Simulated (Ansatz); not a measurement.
## Ansatz (development build ahead of 0.2.0) run

```yaml
crystal:
  periodic: [false, false, false]
  atoms:
    - { symbol: Be, position_ang: [0.0, 0.0, 0.0] }
    - { symbol: O, position_ang: [0.0, 0.0, 1.51] }
basis:
  gaussian: { orbitals: def2-SVP }
magnetization:
  spin_polarized: true
hamiltonian:
  xc: hf
correlation:
  method: mp2
  frozen_orbitals: { Be: 0, O: 1 }
output:
  forces: true
```

The input is written out in the form of the current development build from the run's settings.

Results

* Converged: yes
* Reference energy: -89.36424 hartree
* Correlation energy: -0.15454 hartree
* Total energy: -89.51877 hartree
* Spin squared of the determinant: 1.011
* Stability test: minimum

Forces (eV/Å):
```tsv
atom	Fx	Fy	Fz
Be1	0.000	0.000	0.035
O2	0.000	0.000	-0.035
```

Caution: the unrestricted determinant is a mixture of spin states.
